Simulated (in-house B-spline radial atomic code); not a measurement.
Ce VI (Ce5+): [Kr] 4d10 5s1 5p6 (with a hole in an inner shell)

All numbers are computed (Dirac-Hartree-Fock, average of configuration; Fermi nucleus of rms radius 4.8771 fm) with an all-electron radial atomic-structure program (B-spline basis), not measured.

Effective charges: Z_r = [3n² - l(l+1)]/(2<r>) from the radius, Z_e = n√(-2ε) from the energy, and Slater's rules. Values are occupation-weighted means over j. An effective charge above Z reflects the relativistic contraction of the inner shells.

| shell | electrons | ε (eV) | <r> (bohr) | Z_r | Z_e | Slater |
| --- | --- | --- | --- | --- | --- | --- |
| 1s | 2 | -40740 | 0.02457 | 61.05 | 54.72 | 57.70 |
| 2s | 2 | -6683.9 | 0.1046 | 57.34 | 44.33 | 53.85 |
| 2p | 6 | -5998.7 | 0.09216 | 54.26 | 42.00 | 53.85 |
| 3s | 2 | -1535.9 | 0.2771 | 48.72 | 31.87 | 46.75 |
| 3p | 6 | -1311.4 | 0.2752 | 45.42 | 29.45 | 46.75 |
| 3d | 10 | -985.85 | 0.2529 | 41.53 | 25.54 | 36.85 |
| 4s | 2 | -379.67 | 0.6351 | 37.79 | 21.13 | 30.25 |
| 4p | 6 | -303.07 | 0.669 | 34.38 | 18.88 | 30.25 |
| 4d | 10 | -187.31 | 0.7353 | 28.56 | 14.84 | 18.85 |
| 5s | 1 | -105.09 | 1.447 | 25.91 | 13.90 | 12.60 |
| 5p | 6 | -79.123 | 1.613 | 22.63 | 12.06 | 12.60 |

The least bound orbital is 5p3/2 at -77.92 eV, and it is also the most diffuse (<r> = 1.632 bohr). The part-filled 5s shell lies below the filled 5p shell in orbital energy.

Spin-orbit splittings of the orbital energies (j = l + 1/2 above j = l - 1/2 when positive): 2p 448 eV, 3p 90.12 eV, 3d 19.06 eV, 4p 19.74 eV, 4d 3.531 eV, 5p 3.594 eV.

For the 1s electron the small component carries 4.61 % of the norm, the zero-frequency Breit interaction raises the level by 109.6 eV, self-energy by 63.97 eV, and vacuum polarisation lowers it by 9.53 eV.
